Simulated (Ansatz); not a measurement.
The first iterations of a band of C2H5AlSi (9 atoms, charge 0, multiplicity 1).

Computed with RKS PBE/def2-SVP (Ansatz).

```json
{
 "movable images": "7",
 "climbing image": "yes",
 "spring": "5.0 eV/Å²",
 "optimiser": "quadratic models (default)",
 "start path": "IDPP",
 "force threshold": "0.05 eV/Å",
 "iteration limit": "60",
 "end points": "relaxed"
}
```

Initial state:

```xyz
9
Properties=species:S:1:pos:R:3
C -0.789 1.241 -0.859
C -0.001 0.282 -0.325
Al 1.660 -0.738 -0.336
Si -0.157 -0.937 1.182
H -1.785 1.501 -0.445
H -0.482 1.827 -1.748
H 3.061 -0.946 -1.083
H -1.273 -1.952 1.072
H -0.234 -0.279 2.541
```

Final state:

```xyz
9
Properties=species:S:1:pos:R:3
C -0.793 1.236 -0.865
C 0.011 0.302 -0.307
Al 1.675 -0.712 -0.312
Si -0.162 -0.944 1.175
H -0.475 1.837 -1.740
H -1.812 1.458 -0.487
H 3.075 -0.923 -1.060
H -1.277 -1.958 1.055
H -0.242 -0.297 2.540
```

| iteration | highest image above the first end (eV) | largest band force component (eV/Å) |
| --- | --- | --- |
| 1 | 1.190 | 1.560 |
| 2 | 1.018 | 0.931 |
| 3 | 1.037 | 1.096 |
| 4 | 0.999 | 0.398 |
| 5 | 0.994 | 0.306 |

Task: Does the band converge within its limit, and where does its top end?

Result: The run converged. It ended after 16 iterations with the highest image 0.486 eV above the first end. A structure lower than the first end lies on the path between it and the top, so the climb from that side starts below the end, which may itself be a saddle point or a shallow side well. A structure lower than the last end lies on the path between it and the top, so the climb from that side starts below the end, which may itself be a saddle point or a shallow side well. A vibrational analysis at the climbing image gives one clearly imaginary mode, 277i cm⁻¹: a first-order saddle point.

Run time: 4.5 min on 1 thread of Arm Neoverse V2, with other jobs on the host, peak memory 0.12 GiB.
